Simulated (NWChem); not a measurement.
Molecule: BeGeSiH₆; SMILES [SiH3][Be][GeH3]

```xyz
9

Be     0.0000     0.0000     0.7184
Si     0.0000     0.0000     2.9160
H     -1.1239    -0.8206     3.4786
H     -0.1487     1.3836     3.4786
H      1.2726    -0.5630     3.4786
Ge     0.0000     0.0000    -1.4955
H     -0.5236    -1.3266    -2.0925
H     -0.8871     1.1168    -2.0925
H      1.4107     0.2098    -2.0925
```
Atoms are numbered in this order, from 1.

Computed with NWChem. All runs use the structure optimised with PBE0/def2-SVP.

### Question
Taking PBE0/pcseg-2 as the yardstick, which of these has the fewest basis functions while keeping “highest occupied level (eV)” within 0.1 eV of it: PBE0/STO-3G; PBE0/aug-pcseg-1; PBE0/def2-SVP; PBE0/pcseg-1?

### Answer
PBE0/pcseg-1.
```json
[
 {"level": "PBE0/STO-3G", "basis functions": "38", "highest occupied level (eV)": "-5.32"},
 {"level": "PBE0/pcseg-1", "basis functions": "84", "highest occupied level (eV)": "-7.52"},
 {"level": "PBE0/def2-SVP", "basis functions": "89", "highest occupied level (eV)": "-7.52"},
 {"level": "PBE0/aug-pcseg-1", "basis functions": "130", "highest occupied level (eV)": "-7.50"},
 {"level": "PBE0/pcseg-2", "basis functions": "176", "highest occupied level (eV)": "-7.49"}
]
```

The yardstick is one finite set, not the basis-set limit.
